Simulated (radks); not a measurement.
Question: Radial electron density D(r) = 4 pi r^2 rho(r) of an atom or ion with 43 electrons. Method: scalar-relativistic Kohn-Sham, BLYP, spin-polarised, spherical densities, finite nucleus; Fermi nuclear charge, rms radius of each element as measured or else 0.836 A^(1/3) + 0.57 fm; computed with a radial shooting solver on a logarithmic mesh with Libxc functionals.

r (bohr),D(r) (e/bohr),spin D(r)
0.002207,4.580,-0.0000839
0.00292,7.268,-0.000133
0.003864,11.29,-0.000205
0.005112,17.05,-0.000309
0.006764,24.83,-0.000446
0.009021,34.72,-0.000619
0.01194,45.12,-0.000797
0.01579,54.04,-0.000952
0.0209,58.59,-0.00104
0.02765,57.13,-0.000956
0.03658,52.12,-0.000143
0.04841,50.81,0.00410
0.06456,59.48,0.0221
0.08542,71.68,0.0775
0.113,71.78,0.209
0.1495,57.10,0.434
0.1979,48.82,0.655
0.2618,56.64,0.632
0.3464,55.06,0.252
0.462,32.16,-0.00693
0.6113,16.52,0.657
0.8088,16.64,2.04
1.07,15.14,2.72
1.416,8.247,2.04
1.874,2.859,0.911
2.479,0.6501,0.232
3.306,0.07967,0.0271
4.375,0.004355,0.00126

What is the nuclear charge?

Answer: Z = 46. The innermost maximum, from 1s, lies near gamma/Z bohr with gamma = sqrt(1 - (Z/c)^2) = 0.942, here 0.0205 bohr (found: 0.0225), and its height grows with Z. The density is that of the palladium ion Pd3+ in [Kr] 4d7; the configuration itself is not fixed sharply by these data, and Z only to a few units. D(r) has 4 maxima, at r = 0.0225, 0.0987, 0.298, 0.883 bohr, and minima at 0.0443, 0.193, 0.678 bohr, inside which lie 2.01, 11.11, 29.05 electrons.
